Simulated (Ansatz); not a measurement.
Reactions of BrClFHSn (`[F][SnH]([Cl])[Br]`).

Isolated molecules relaxed with PBE0-D4/def2-TZVP in Ansatz; ΔE leaves out vibrations. CBS: MP2 limit from def2 TZ/QZ plus the TZ coupled-cluster correction, frozen cores. This one scheme is used for every species. Open shells (•) are unrestricted, without spin–orbit coupling. Elements past krypton have def2 core potentials. For Br, Sn outer-core shells are correlated without core-valence functions, which leaves a few kJ/mol of doubt a bond. Scalar relativity is left out up to krypton. One conformer a species, not always the lowest.

Task: Order these by ΔE at CCSD(T)/CBS, lowest first. (An estimate is asked.)
A. `[F][SnH]([Cl])[Br]` + SiH₄ → `[F][SnH]([SiH3])[Cl]` + HBr
B. `[F][SnH]([Cl])[Br]` + H₂ → `[Cl][SnH2][Br]` + H–F
C. `[F][SnH]([Cl])[Br]` → `[F][Sn][Br]` + HCl
D. `[F][SnH]([Cl])[Br]` + H₂O → `[OH][SnH]([Cl])[Br]` + H–F
E. `[F][SnH]([Cl])[Br]` + `[OH]`• → `[F][Sn]([Cl])[Br]`• + H₂O
F. `[F][SnH]([Cl])[Br]` + `[SiH3]`• → `[F][Sn]([Cl])[Br]`• + SiH₄
G. `[F][SnH]([Cl])[Br]` + ethylmethylamine → `CC[N](C)[SnH]([F])[Cl]` + HBr
H. `[F][SnH]([Cl])[Br]` → `[Cl][Sn][Br]` + H–F

Result: E (-50.5 kcal/mol), F (-21.2 kcal/mol), H (+2.2 kcal/mol), D (+5.7 kcal/mol), B (+7.6 kcal/mol), C (+9.6 kcal/mol), A (+16.1 kcal/mol), G (+20.2 kcal/mol).

Largest T1 diagnostic: 0.015, for `[F][Sn]([Cl])[Br]`•.
